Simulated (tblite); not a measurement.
Species: C2H7FO3Si2.
Atom-mapped SMILES: `[CH3:1][O:2][C@@H:3]1[O:4][Si@H:5]([F:6])[O:7][SiH2:8]1` (hydrogens: H9, H10, H11 on C1; H12 on C3; H13 on Si5; H14, H15 on Si8)

Computed with GFN2-xTB (tblite), gas phase: L-BFGS steps from a force-field or distance-geometry start until the largest atomic force falls under 0.01 eV/Å.

Step 85: E = -774.2905 eV
```
atom  x, y, z in Å  |  force x, y, z in eV/Å
C1     -2.2233   -0.9394   -0.2620    0.019   0.008  -0.003
O2     -1.2422   -0.3834    0.5959    0.004  -0.044   0.012
C3     -0.3825    0.5182   -0.0106    0.078  -0.011  -0.043
O4      0.3935   -0.1187   -1.0294   -0.063   0.021   0.040
Si5     1.9869   -0.2292   -0.8157   -0.096  -0.007  -0.011
F6      2.4213   -1.7504   -0.6077    0.056  -0.004  -0.018
O7      2.2123    0.5639    0.5952   -0.018  -0.018  -0.021
Si8     0.8643    1.0857    1.3545    0.007  -0.009   0.012
H9     -2.9516   -0.1739   -0.5552    0.023  -0.015  -0.029
H10    -2.7203   -1.7281    0.2994    0.003   0.035   0.028
H11    -1.7553   -1.3633   -1.1534   -0.024   0.012  -0.013
H12    -0.9450    1.3071   -0.5351   -0.050   0.002   0.020
H13     2.7013    0.3947   -1.8910    0.081  -0.001  -0.002
H14     0.6578    0.2908    2.5493   -0.015   0.022   0.028
H15     0.9782    2.5341    1.4439   -0.004   0.009  -0.002
```

Step 86: E = -774.2922 eV
```
atom  x, y, z in Å  |  force x, y, z in eV/Å
C1     -2.2222   -0.9410   -0.2605    0.028   0.008   0.020
O2     -1.2384   -0.3837    0.5938   -0.018  -0.023   0.016
C3     -0.3830    0.5213   -0.0136    0.065  -0.019  -0.043
O4      0.3916   -0.1155   -1.0340   -0.038   0.043   0.058
Si5     1.9841   -0.2279   -0.8159   -0.052  -0.012  -0.012
F6      2.4240   -1.7491   -0.6225    0.042  -0.016  -0.015
O7      2.2130    0.5504    0.6032   -0.064  -0.015  -0.033
Si8     0.8650    1.0836    1.3550   -0.007  -0.012  -0.019
H9     -2.9492   -0.1777   -0.5599    0.025   0.025  -0.035
H10    -2.7240   -1.7181    0.3113    0.007  -0.007   0.016
H11    -1.7558   -1.3732   -1.1486   -0.031  -0.005  -0.009
H12    -0.9508    1.3080   -0.5379   -0.019  -0.012   0.041
H13     2.7079    0.4054   -1.8788    0.076   0.006  -0.019
H14     0.6497    0.2935    2.5510   -0.016   0.021   0.029
H15     0.9835    2.5318    1.4354    0.000   0.017   0.006
```

Step 87: E = -774.2935 eV
```
atom  x, y, z in Å  |  force x, y, z in eV/Å
C1     -2.2198   -0.9425   -0.2598    0.006   0.013   0.029
O2     -1.2357   -0.3838    0.5933   -0.034  -0.007   0.004
C3     -0.3828    0.5239   -0.0153    0.017  -0.023  -0.016
O4      0.3876   -0.1133   -1.0359    0.007   0.036   0.030
Si5     1.9794   -0.2294   -0.8173    0.005  -0.004  -0.019
F6      2.4259   -1.7502   -0.6366    0.023  -0.013  -0.017
O7      2.2108    0.5374    0.6077   -0.079  -0.008  -0.029
Si8     0.8656    1.0827    1.3554   -0.016   0.003  -0.027
H9     -2.9452   -0.1798   -0.5657    0.040   0.035  -0.032
H10    -2.7270   -1.7110    0.3188    0.014  -0.026   0.006
H11    -1.7556   -1.3826   -1.1455   -0.028  -0.007   0.009
H12    -0.9550    1.3091   -0.5388    0.000  -0.019   0.057
H13     2.7133    0.4160   -1.8668    0.058  -0.002  -0.024
H14     0.6472    0.2994    2.5554   -0.018   0.023   0.021
H15     0.9869    2.5321    1.4291    0.004  -0.002   0.006
```

Step 88: E = -774.2942 eV
```
atom  x, y, z in Å  |  force x, y, z in eV/Å
C1     -2.2181   -0.9430   -0.2585   -0.005   0.003   0.020
O2     -1.2339   -0.3844    0.5935   -0.025   0.000   0.004
C3     -0.3819    0.5244   -0.0162   -0.025  -0.024   0.016
O4      0.3853   -0.1127   -1.0365    0.028   0.022  -0.005
Si5     1.9766   -0.2309   -0.8187    0.051  -0.003  -0.023
F6      2.4273   -1.7518   -0.6482    0.010  -0.003  -0.017
O7      2.2076    0.5280    0.6105   -0.062  -0.005  -0.021
Si8     0.8654    1.0822    1.3554   -0.030   0.000  -0.018
H9     -2.9403   -0.1794   -0.5680    0.026   0.048  -0.034
H10    -2.7288   -1.7071    0.3228    0.014  -0.031   0.004
H11    -1.7567   -1.3878   -1.1437   -0.020  -0.007   0.023
H12    -0.9561    1.3091   -0.5383    0.002  -0.017   0.057
H13     2.7180    0.4246   -1.8578    0.042  -0.012  -0.025
H14     0.6443    0.3050    2.5593   -0.017   0.027   0.011
H15     0.9868    2.5318    1.4224    0.011   0.001   0.008
```

Task: Estimate the geometry and energy of step 89. (The exact step hangs on the optimiser's Hessian estimate; all steps are aligned on step 88, rigid shifts and turns removed.)

Result: E = -774.2950 eV, largest force 0.074 eV/Å
```
atom  x, y, z in Å  |  force x, y, z in eV/Å
C1     -2.2161   -0.9444   -0.2566   -0.027   0.006   0.007
O2     -1.2333   -0.3831    0.5943   -0.014  -0.007  -0.002
C3     -0.3816    0.5257   -0.0167   -0.049  -0.021   0.039
O4      0.3832   -0.1109   -1.0370    0.042   0.006  -0.037
Si5     1.9743   -0.2317   -0.8207    0.070   0.005  -0.023
F6      2.4271   -1.7531   -0.6611    0.003  -0.002  -0.018
O7      2.2035    0.5180    0.6132   -0.034  -0.001  -0.007
Si8     0.8648    1.0817    1.3554   -0.039   0.004  -0.003
H9     -2.9337   -0.1794   -0.5743    0.019   0.036  -0.022
H10    -2.7301   -1.7036    0.3284    0.008  -0.020   0.001
H11    -1.7572   -1.3968   -1.1393    0.000  -0.005   0.031
H12    -0.9565    1.3104   -0.5371   -0.007  -0.008   0.049
H13     2.7224    0.4335   -1.8496    0.028  -0.020  -0.026
H14     0.6383    0.3097    2.5622   -0.013   0.032   0.001
H15     0.9905    2.5319    1.4171    0.013  -0.006   0.009
```

The energy changes by -0.0008 eV. The first-order estimate −F·Δx gives -0.0010 eV and the mean of the old and new forces, exact on a quadratic surface, -0.0007 eV. The step makes an angle of 78° with the force vector and moves no atom by more than 0.013 Å.

What follows is the cost of the whole relaxation. Time: 0.9 s. Hardware: one thread of an Arm Neoverse V1, no GPU, shared host with 32 logical CPUs at a one-minute load of 16.
